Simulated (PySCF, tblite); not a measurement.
Isomers of C7H6F (doublet state). Computed with GFN2-xTB (tblite): harmonic, unscaled wavenumbers at the GFN2-xTB geometry, gas phase. Against measured fundamentals such values can be off by several per cent, at times by over 20. One conformer each. Open shells enter through the occupations alone, without spin polarisation, and single modes of such species can be off by tens of per cent.

Electronic energies: B3LYP/pcH-1 single points on the GFN2-xTB geometries (PySCF, gas phase).

```
                       SMILES  electronic energy, lowest = 0 (kcal/mol)
C#C[C@@H]1[CH][C@]12C[C@@H]2F                                      42.9
      C#C[C]1C[C@@]12C[C@H]2F                                      30.6
          C#C[C@@H]1C=CC[C]1F                                       0.0
```

Problem. How do GFN2-xTB zero-point energies change the relative energies?

Solution. 
```tsv
SMILES	ZPE (kcal/mol)	of it from modes above 1550 cm⁻¹	electronic (kcal/mol)	with ZPE, lowest = 0 (kcal/mol)	lowest mode (cm⁻¹)	rings
C#C[C@@H]1C=CC[C]1F	63.5	31.7	0.0	0.0	72	1
C#C[C]1C[C@@]12C[C@H]2F	62.8	32.0	30.6	30.0	59	2
C#C[C@@H]1[CH][C@]12C[C@@H]2F	62.7	32.3	42.9	42.2	87	2
```

The zero-point energies span 0.8 kcal/mol, from `C#C[C@@H]1[CH][C@]12C[C@@H]2F` to `C#C[C@@H]1C=CC[C]1F`. The order is unchanged.

Problem. And how do the electronic energies of GFN2-xTB itself compare?

Solution. `C#C[C@@H]1C=CC[C]1F` 0.0; `C#C[C]1C[C@@]12C[C@H]2F` 18.3; `C#C[C@@H]1[CH][C@]12C[C@@H]2F` 33.1 kcal/mol, lowest = 0. Against the energies above, taken from the same isomer `C#C[C@@H]1C=CC[C]1F`, the largest difference is 12.3 kcal/mol.

Problem. What do entropy and thermal enthalpy add at 298.15 K and 1 bar (rigid rotor, harmonic oscillator, one conformer each)?

Solution. 
```json
{"SMILES": "C#C[C@@H]1C=CC[C]1F", "point group": "C1", "symmetry number": "1", "S (cal/(mol K))": "88.1", "H − H(0) (kcal/mol)": "5.48", "ZPE + H − H(0) − TS (kcal/mol)": "42.7"}
{"SMILES": "C#C[C]1C[C@@]12C[C@H]2F", "point group": "C1", "symmetry number": "1", "S (cal/(mol K))": "90.2", "H − H(0) (kcal/mol)": "5.76", "ZPE + H − H(0) − TS (kcal/mol)": "41.6"}
{"SMILES": "C#C[C@@H]1[CH][C@]12C[C@@H]2F", "point group": "C1", "symmetry number": "1", "S (cal/(mol K))": "88.5", "H − H(0) (kcal/mol)": "5.60", "ZPE + H − H(0) − TS (kcal/mol)": "41.9"}
```

S holds R ln(2S + 1) for the spin.
